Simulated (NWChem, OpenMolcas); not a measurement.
# How basis sets differ on CH3Cl3Si (methyltrichlorosilane)

CH3Cl3Si has 8 atoms, charge 0, and is taken as a singlet. As SMILES, `C[Si](Cl)(Cl)Cl`. Geometry: relaxed at PBE0-D4/def2-TZVP.

Quantity: the dipole moment, in D. The values are calculated.

```tsv
level	kind	program	value (D)
HF/STO-3G	Hartree–Fock	OpenMolcas	3.16
HF/3-21G	Hartree–Fock	OpenMolcas	3.35
HF/cc-pVDZ	Hartree–Fock	NWChem	2.30
HF/def2-SVP	Hartree–Fock	NWChem	2.14
HF/def2-SVPD	Hartree–Fock	NWChem	2.11
HF/def2-TZVP	Hartree–Fock	NWChem	2.02
```

The values span 2.02 to 3.35 D. Sets without polarisation functions give poor dipoles. Without the sets that lack polarisation functions the rows with a basis span only 2.02 to 2.30 D.
